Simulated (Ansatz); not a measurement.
The same molecule with X = O, S, Se. Ansatz, PBE0-D4/def2-TZVP geometries, multiplicity 2.

Scalar relativity is left out up to krypton.

```
X  molecule  mean X–F bond length / Å  size of the dipole moment (B3LYP/def2-TZVPP) / D  size of the dipole moment (PBE/def2-TZVPP) / D  size of the dipole moment (ωB97M-V/def2-TZVPP) / D
O   `[O]F`•                     1.330                                              0.09                                            0.26                                                0.06
S   `F[S]`•                     1.594                                              0.83                                            0.61                                                0.85
```

Problem. Give the row for X = Se, `F[Se]`•. (Estimate.)

Solution. The calculation gave: 
```json
{"X": "Se", "molecule": "`F[Se]`•", "mean X–F bond length / Å": "1.738", "size of the dipole moment (B3LYP/def2-TZVPP) / D": "1.46", "size of the dipole moment (PBE/def2-TZVPP) / D": "1.23", "size of the dipole moment (ωB97M-V/def2-TZVPP) / D": "1.52"}
```

From O to Se the mean X–F bond length rises at each step, by 0.408 Å in all. Bonds lengthen as the atom grows down the group. Dipoles are sizes alone, and their direction can turn along the series.

B3LYP here is the variant with VWN-RPA as its local correlation; programs differ in this.
